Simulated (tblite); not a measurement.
Species: C6H14O2Si.
Geometry (GFN2-xTB, Å), atoms numbered from 1 in this order:
```
atom  x, y, z in Å
C1    -1.976    1.263    0.645
C2    -0.617    0.762    1.117
C3     0.252    0.149    0.014
C4    -0.395   -1.054   -0.688
C5    -0.702   -2.210    0.255
C6     0.663    1.202   -1.048
O7     1.990    0.965   -1.418
Si8    2.767    0.045   -0.304
O9     1.459   -0.278    0.617
H10   -2.498    1.738    1.472
H11   -1.867    1.991   -0.155
H12   -2.593    0.444    0.284
H13   -0.747    0.012    1.899
H14   -0.052    1.589    1.555
H15    0.317   -1.393   -1.445
H16   -1.303   -0.729   -1.197
H17   -1.517   -1.960    0.931
H18   -0.991   -3.090   -0.316
H19    0.179   -2.450    0.845
H20    0.036    1.137   -1.941
H21    0.588    2.213   -0.632
H22    3.298   -1.123   -0.989
H23    3.703    0.805    0.507
```

Method: GFN2-xTB as coded in tblite; computed harmonic values from a numerical Hessian at the method's own geometry, unscaled. The method is semi-empirical: single wavenumbers can be off by several per cent or more. Modes of hydrogen on silicon can be 10 to 20 % off. One conformer, not necessarily the lowest.

Harmonic wavenumbers (cm⁻¹): 69.5, 91.6, 120.3, 132.4, 194.0, 218.4, 231.0, 297.1, 328.5, 359.9, 414.5, 479.1, 482.4, 512.5, 613.7, 616.8, 682.0, 774.9, 798.4, 817.7, 825.1, 832.1, 888.9, 932.8, 977.6, 1007.0, 1021.8, 1063.4, 1088.4, 1101.3, 1111.2, 1143.5, 1169.6, 1192.3, 1229.8, 1257.9, 1269.5, 1316.9, 1333.3, 1344.5, 1407.7, 1413.5, 1472.9, 1485.9, 1493.2, 1499.7, 1505.0, 1509.9, 1513.7, 2322.7, 2360.9, 2911.8, 2957.4, 2969.9, 2971.5, 2987.4, 3000.2, 3031.9, 3035.0, 3039.7, 3040.7, 3047.2, 3048.2.

A = 2074, B = 1100, C = 908.9 MHz; mass 146.076 u (most abundant isotopes); point group C1, symmetry number 1.

Question: Zero-point energy?

Answer: ½Σν̃ = 42184 cm⁻¹ = 504.63 kJ/mol.

Question: Entropy at 298.15 K, 1 bar (ideal gas, RRHO, classical rotation)?

Answer: Translation 171.02, rotation 123.13, vibration 125.63: S = 419.8 J/(mol K).

Question: And Cp and H(298.15 K) − H(0)?

Answer: Cp = 179.56 J/(mol K), of which vibrations give 146.30 (their classical limit is 63 R = 523.8); H(298.15 K) − H(0) = 30.86 kJ/mol without the zero-point energy, 20.95 from vibrations.

Question: Which modes carry the vibrational entropy at 298.15 K?

Answer: 69.5 cm⁻¹: 17.44; 91.6 cm⁻¹: 15.17; 120.3 cm⁻¹: 12.95; 132.4 cm⁻¹: 12.18; 194.0 cm⁻¹: 9.16; 218.4 cm⁻¹: 8.25 J/(mol K); the other 57 give 50.48 together.

Question: Blend soft modes into free rotors: weight 1/[1 + (100 cm⁻¹/ν̃)⁴] for the oscillator and the rest for a rotor with moment μB/(μ + B), μ = h/(8π²ν), B = 10⁻⁴⁴ kg m². What vibrational entropy results?

Answer: 119.92 J/(mol K) in place of 125.63, which changes −T·S at 298.15 K by +1.70 kJ/mol.

Hindered rotation and anharmonicity are outside this model. Other conformers, if any are populated, would add a mixing term that is left out. The structure is chiral; the term R ln 2 for an equal mix with its mirror image is left out.
